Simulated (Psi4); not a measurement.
Psi4 input (wB97X-D/6-311+G**):

```
memory 1500 MB

molecule {
0 1
C    -1.81218320   -0.07437759    0.06289324
C    -0.69933297   -1.06281464    0.05701123
C     0.60559246   -0.77883360    0.00442750
C     1.11177589    0.55096639   -0.05458415
N     1.53455686    1.62270152   -0.10263921
H    -1.44971488    0.95155968    0.01830297
H    -2.47816369   -0.24824584   -0.78690246
H    -2.41965627   -0.19279634    0.96448427
H    -0.97615882   -2.11104047    0.09944615
H     1.34668257   -1.56803100    0.00465665
symmetry c1
no_reorient
no_com
}

set {
  basis 6-311+G**
  reference rks
  scf_type df
  df_basis_scf def2-universal-jkfit
  dft_radial_points 99
  dft_spherical_points 590
  e_convergence 1e-8
  d_convergence 1e-7
  maxiter 150
}

e = energy('wb97x-d')
print_out(f'\nFINAL {e:.10f} DIPOLE {variable("CURRENT DIPOLE")[0]:.6f} {variable("CURRENT DIPOLE")[1]:.6f} {variable("CURRENT DIPOLE")[2]:.6f}\n')
```

Output:

```
   => Loading Basis Set <=

    Name: 6-311+G**
    Role: ORBITAL
    Keyword: BASIS
    atoms 1-4  entry C          line   129 file 6-311pgss.gbs
    atoms 5    entry N          line   150 file 6-311pgss.gbs
    atoms 6-10 entry H          line    42 file 6-311pgss.gbs

   => WB97X-D: Empirical Dispersion <=

    Chai and Head-Gordon Dispersion Correction
    Chai, J.-D.; Head-Gordon, M. (2010), J. Chem. Phys., 132: 6615-6620

        s6 =       1.000000

         ---------------------------------------------------------
                                   SCF
               by Justin Turney, Rob Parrish, Andy Simmonett
                          and Daniel G. A. Smith
                              RKS Reference
         ---------------------------------------------------------

  ==> Geometry <==

    Molecular point group: c1
    Full point group: C1

    Geometry (in Angstrom), charge = 0, multiplicity = 1:

       Center              X                  Y                   Z               Mass
    ------------   -----------------  -----------------  -----------------  -----------------
         C           -1.812183200000    -0.074377590000     0.062893240000    12.000000000000
         C           -0.699332970000    -1.062814640000     0.057011230000    12.000000000000
         C            0.605592460000    -0.778833600000     0.004427500000    12.000000000000
         C            1.111775890000     0.550966390000    -0.054584150000    12.000000000000
         N            1.534556860000     1.622701520000    -0.102639210000    14.003074004430
         H           -1.449714880000     0.951559680000     0.018302970000     1.007825032230
         H           -2.478163690000    -0.248245840000    -0.786902460000     1.007825032230
         H           -2.419656270000    -0.192796340000     0.964484270000     1.007825032230
         H           -0.976158820000    -2.111040470000     0.099446150000     1.007825032230
         H            1.346682570000    -1.568031000000     0.004656650000     1.007825032230

  Running in c1 symmetry.

  Rotational constants: A =      0.40528  B =      0.11572  C =      0.09153 [cm^-1]
  Rotational constants: A =  12150.13599  B =   3469.22430  C =   2744.06682 [MHz]
  Nuclear repulsion =  142.244365560416298

  Charge       = 0
  Multiplicity = 1
  Electrons    = 36
  Nalpha       = 18
  Nbeta        = 18

  ==> Algorithm <==

  SCF Algorithm Type is DF.
  DIIS enabled.
  MOM disabled.
  Fractional occupation disabled.
  Guess Type is SAD.
  Energy threshold   = 1.00e-08
  Density threshold  = 1.00e-07
  Integral threshold = 1.00e-12

  ==> Primary Basis <==

  Basis Set: 6-311+G**
    Blend: 6-311+G**
    Number of shells: 70
    Number of basis functions: 140
    Number of Cartesian functions: 145
    Spherical Harmonics?: true
    Max angular momentum: 2

  ==> DFT Potential <==

   => LibXC <=

    Version 7.1.2
    S. Lehtola, C. Steigemann, M. J. T. Oliveira, and M. A. L. Marques,  SoftwareX 7, 1–5 (2018) (10.1016/j.softx.2017.11.002)

   => Composite Functional: WB97X-D <=

    wB97X-D Hyb-GGA Exchange-Correlation Functional

    J.-D. Chai and M. Head-Gordon,  Phys. Chem. Chem. Phys. 10, 6615–6620 (2008) (10.1039/B810189B)

    Deriv               =              1
    GGA                 =           TRUE
    Meta                =          FALSE

    Exchange Hybrid     =           TRUE
    MP2 Hybrid          =          FALSE

   => Exchange-Correlation Functionals <=

    1.0000   wB97X-D range-separated functional

   => Exact (HF) Exchange <=

    0.7780            HF,LR [omega = 0.2000]
    0.2220               HF

   => LibXC Density Thresholds  <==

    XC_HYB_GGA_XC_WB97X_D:  1.00E-14

   => Molecular Quadrature <=

    Radial Scheme          =       TREUTLER
    Pruning Scheme         =           NONE
    Nuclear Scheme         =       TREUTLER

    Blocking Scheme        =         OCTREE
    BS radius alpha        =              1
    Pruning alpha          =              1
    Radial Points          =             99
    Spherical Points       =            590
    Total Points           =         555573
    Total Blocks           =           3970
    Max Points             =            256
    Max Functions          =            140
    Weights Tolerance      =       1.00E-15

   => Loading Basis Set <=

    Name: DEF2-UNIVERSAL-JKFIT
    Role: JKFIT
    Keyword: DF_BASIS_SCF
    atoms 1-4  entry C          line   198 file def2-universal-jkfit.gbs
    atoms 5    entry N          line   258 file def2-universal-jkfit.gbs
    atoms 6-10 entry H          line    18 file def2-universal-jkfit.gbs

  ==> Integral Setup <==

  SCF_SUBTYPE=INCORE selected. In-core MEM_DF algorithm will be used.
  Using in-core AOs.

  ==> MemDFJK: Density-Fitted J/K Matrices <==

    J tasked:                   Yes
    K tasked:                   Yes
    wK tasked:                  Yes
    Omega:                2.000E-01
    Algorithm:                 Core
    Schwarz Cutoff:           1E-12
    Mask sparsity (%):       2.0102
    Fitting Condition:        1E-10

   => Auxiliary Basis Set <=

  Basis Set: DEF2-UNIVERSAL-JKFIT
    Blend: DEF2-UNIVERSAL-JKFIT
    Number of shells: 155
    Number of basis functions: 467
    Number of Cartesian functions: 549
    Spherical Harmonics?: true
    Max angular momentum: 4

  Cached 33.4% of DFT collocation blocks in 0.596 [GiB].

  Minimum eigenvalue in the overlap matrix is 1.6065112430E-05.
  Reciprocal condition number of the overlap matrix is 1.6264449363E-06.
    Using symmetric orthogonalization.

  ==> Pre-Iterations <==

  SCF Guess: Superposition of Atomic Densities via on-the-fly atomic UHF (no occupation information).

   -------------------------
    Irrep   Nso     Nmo
   -------------------------
     A        140     140
   -------------------------
    Total     140     140
   -------------------------

  ==> Iterations <==

                           Total Energy        Delta E     RMS |[F,P]|

   @DF-RKS iter SAD:  -209.08101949515557   -2.09081e+02   0.00000e+00
   @DF-RKS iter   1:  -209.88180336823970   -8.00784e-01   5.11095e-03 DIIS/ADIIS
   @DF-RKS iter   2:  -209.97928526315206   -9.74819e-02   4.21560e-03 DIIS/ADIIS
   @DF-RKS iter   3:  -210.11683871248579   -1.37553e-01   1.31973e-03 DIIS/ADIIS
   @DF-RKS iter   4:  -210.13084158616655   -1.40029e-02   2.48860e-04 DIIS/ADIIS
   @DF-RKS iter   5:  -210.13141454177187   -5.72956e-04   5.53806e-05 DIIS
   @DF-RKS iter   6:  -210.13144661526150   -3.20735e-05   2.17245e-05 DIIS
   @DF-RKS iter   7:  -210.13145125731302   -4.64205e-06   5.68840e-06 DIIS
   @DF-RKS iter   8:  -210.13145166646120   -4.09148e-07   1.52484e-06 DIIS
   @DF-RKS iter   9:  -210.13145170044407   -3.39829e-08   3.30319e-07 DIIS
   @DF-RKS iter  10:  -210.13145170290912   -2.46504e-09   7.44009e-08 DIIS
  Energy and wave function converged.

  ==> Post-Iterations <==

   Electrons on quadrature grid:
      Ntotal   =   35.9999957213 ; deviation = -4.279e-06

    Orbital Energies [Eh]
    ---------------------

    Doubly Occupied:

       1A    -14.435867     2A    -10.335251     3A    -10.332913
       4A    -10.327278     5A    -10.302131     6A     -1.016975
       7A     -0.938060     8A     -0.835642     9A     -0.725919
      10A     -0.612629    11A     -0.583591    12A     -0.529310
      13A     -0.494715    14A     -0.481201    15A     -0.464809
      16A     -0.454393    17A     -0.424666    18A     -0.360497

    Virtual:

      19A      0.013698    20A      0.052608    21A      0.074414
      22A      0.078773    23A      0.103082    24A      0.104090
      25A      0.107496    26A      0.120998    27A      0.132194
      28A      0.141411    29A      0.141730    30A      0.163014
      31A      0.164391    32A      0.167330    33A      0.187140
      34A      0.193856    35A      0.197584    36A      0.214709
      37A      0.238893    38A      0.244869    39A      0.247441
      40A      0.251885    41A      0.270196    42A      0.291027
      43A      0.302184    44A      0.308809    45A      0.316178
      46A      0.338255    47A      0.363494    48A      0.409998
      49A      0.438222    50A      0.487143    51A      0.510242
      52A      0.535268    53A      0.572450    54A      0.605515
      55A      0.611553    56A      0.625595    57A      0.644105
      58A      0.669022    59A      0.687160    60A      0.688042
      61A      0.688320    62A      0.721010    63A      0.775002
      64A      0.791406    65A      0.809833    66A      0.844610
      67A      0.891418    68A      0.919430    69A      0.933096
      70A      0.981513    71A      0.982522    72A      1.028367
      73A      1.032977    74A      1.038978    75A      1.100683
      76A      1.157745    77A      1.227644    78A      1.317032
      79A      1.348737    80A      1.365268    81A      1.462373
      82A      1.469004    83A      1.524273    84A      1.524532
      85A      1.614390    86A      1.621150    87A      1.631896
      88A      1.667997    89A      1.686720    90A      1.709360
      91A      1.810621    92A      1.820114    93A      1.831835
      94A      1.894148    95A      1.901602    96A      1.970850
      97A      2.052598    98A      2.128585    99A      2.137953
     100A      2.154672   101A      2.195836   102A      2.221398
     103A      2.296485   104A      2.372638   105A      2.396470
     106A      2.477483   107A      2.537380   108A      2.556075
     109A      2.569639   110A      2.606438   111A      2.646360
     112A      2.675206   113A      2.730122   114A      2.738091
     115A      2.781310   116A      2.790099   117A      2.872312
     118A      2.903312   119A      2.971281   120A      2.985294
     121A      3.005289   122A      3.089734   123A      3.126455
     124A      3.235300   125A      3.308673   126A      3.331731
     127A      3.585776   128A      3.870340   129A      3.877787
     130A      3.928811   131A      4.059331   132A      4.096627
     133A      4.145168   134A      4.386929   135A      4.704786
     136A     23.767903   137A     24.071616   138A     24.336370
     139A     24.557448   140A     36.008195

    Final Occupation by Irrep:
              A
    DOCC [    18 ]
    NA   [    18 ]
    NB   [    18 ]

  @DF-RKS Final Energy:  -210.13145170290912

   => Energetics <=

    Nuclear Repulsion Energy =            142.2443655604162984
    One-Electron Energy =                -563.2808980944059840
    Two-Electron Energy =                 231.7717144756453820
    DFT Exchange-Correlation Energy =     -20.8634209116965508
    Empirical Dispersion Energy =          -0.0032127328682857
    VV10 Nonlocal Energy =                  0.0000000000000000
    Total Energy =                       -210.1314517029091178

Computation Completed

Properties will be evaluated at   0.000000,   0.000000,   0.000000 [a0]

Properties computed using the SCF density matrix

 Multipole Moments:

 ------------------------------------------------------------------------------------
     Multipole            Electronic (a.u.)      Nuclear  (a.u.)        Total (a.u.)
 ------------------------------------------------------------------------------------

 L = 1.  Multiply by 2.5417464519 to convert [e a0] to [Debye]
 Dipole X            :         -1.0262169            0.0000000           -1.0262169
 Dipole Y            :         -1.3893760            0.0000001           -1.3893759
 Dipole Z            :          0.0782702            0.0000001            0.0782703
 Magnitude           :                                                    1.7290497

 ------------------------------------------------------------------------------------

FINAL -210.1314517029 DIPOLE -1.026217 -1.389376 0.078270

*** Psi4 exiting successfully. Buy a developer a beer!
```

The geometry given is a B3LYP-D3(BJ)/def2-TZVP minimum.
